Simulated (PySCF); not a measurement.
C₄H₅Si, multiplicity 2. Atoms are numbered in the order given.

```xyz
10

C      1.3688     0.1256     0.0000
C      0.7927     1.3296     0.0000
C     -0.6983     1.2849     0.0000
C     -1.2903     0.0696     0.0000
Si     0.0751    -1.2255     0.0000
H      1.3196     2.2912     0.0000
H     -1.2596     2.2270     0.0000
H     -2.3760    -0.0470     0.0000
H      0.1138    -2.0864    -1.2177
H      0.1138    -2.0864     1.2177
```
Charge 0, spin multiplicity 2.

Coordinates come from a PBE0-D3(BJ)/def2-SVP optimisation. The isomer is the one that the SMILES or the coordinates give; other isomers of the formula were not compared.

Level of theory: PySCF with PBE0-D3(BJ)/def2-SVP.

Frequencies are harmonic and unscaled.

```csv
mode,ν (cm⁻¹),IR (km/mol),moving atoms (share of kinetic energy)
1,217,2.7,"C 52 %, H 47 %"
2,334,0.0,"H 54 %, C 46 %"
3,487,22.3,"C 49 %, Si 46 %"
4,574,19.0,"H 57 %, C 26 %, Si 16 %"
5,601,4.2,"C 68 %, Si 26 %"
6,673,22.6,"H 82 %, C 17 %"
7,707,6.3,"H 73 %, C 27 %"
8,736,95.6,"H 80 %, C 17 %"
9,766,1.7,"C 73 %, H 15 %, Si 12 %"
10,853,11.0,"H 64 %, C 36 %"
11,864,94.5,"C 51 %, H 35 %, Si 14 %"
12,933,95.1,H 89 %
13,967,13.4,"C 59 %, H 40 %"
14,999,0.0,"H 75 %, C 25 %"
15,1096,4.2,H 92 %
16,1210,6.7,"H 73 %, C 27 %"
17,1317,9.1,"H 60 %, C 40 %"
18,1572,7.7,C 97 %
19,1654,0.8,C 92 %
20,2246,81.6,H 98 %
21,2246,90.3,H 96 %
22,3170,8.4,"H 92 %, C 8 %"
23,3183,8.3,"H 91 %, C 9 %"
24,3236,1.0,"H 91 %, C 9 %"
```
